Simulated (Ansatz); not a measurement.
Start from `[CH3][Ta](=[NH])([OH])[OH]` and change one atom or group to get `[NH]=[Ta]([OH])([OH])[Cl]`.

Ansatz, PBE0-D4/def2-TZVP geometries, multiplicity 1. Each molecule was computed in one conformer, which needn't be the lowest.

Elements past krypton have def2 core potentials.

| property | `[CH3][Ta](=[NH])([OH])[OH]` |
| --- | --- |
| size of the dipole moment (ωB97M-V/def2-TZVPP) / D | 1.34 |
| LUMO energy (PBE0/def2-TZVPP) / eV | -0.26 |
| size of the dipole moment (B3LYP/def2-TZVPP) / D | 1.31 |
| zero-point energy (PBE0-D4/def2-TZVP) / kJ/mol | 197.6 |
| LUMO energy (B3LYP/def2-TZVPP) / eV | -0.52 |
| size of the dipole moment (PBE/def2-TZVPP) / D | 1.32 |

(1) What does the change do to each property? (Best estimate.)

Answers

(1) Computed: 
| property | `[NH]=[Ta]([OH])([OH])[Cl]` | shift |
| --- | --- | --- |
| size of the dipole moment (ωB97M-V/def2-TZVPP) / D | 2.90 | 1.56 |
| LUMO energy (PBE0/def2-TZVPP) / eV | -0.67 | -0.41 |
| size of the dipole moment (B3LYP/def2-TZVPP) / D | 2.90 | 1.59 |
| zero-point energy (PBE0-D4/def2-TZVP) / kJ/mol | 109.9 | -87.7 |
| LUMO energy (B3LYP/def2-TZVPP) / eV | -0.91 | -0.39 |
| size of the dipole moment (PBE/def2-TZVPP) / D | 2.91 | 1.59 |

With PBE0 the HOMO falls by 0.47 eV and the LUMO falls by 0.41 eV, so the gap widens by about 0.06 eV. PBE moves the HOMO by -0.44 eV and ωB97M-V by -0.39 eV. The zero-point energy changes by -87.7 kJ/mol with -9 modes. Dipoles are sizes alone; their direction can turn.

Positive LUMOs are unbound, so they and the gaps depend on the basis.

B3LYP here is the variant with VWN-RPA as its local correlation; programs differ in this.
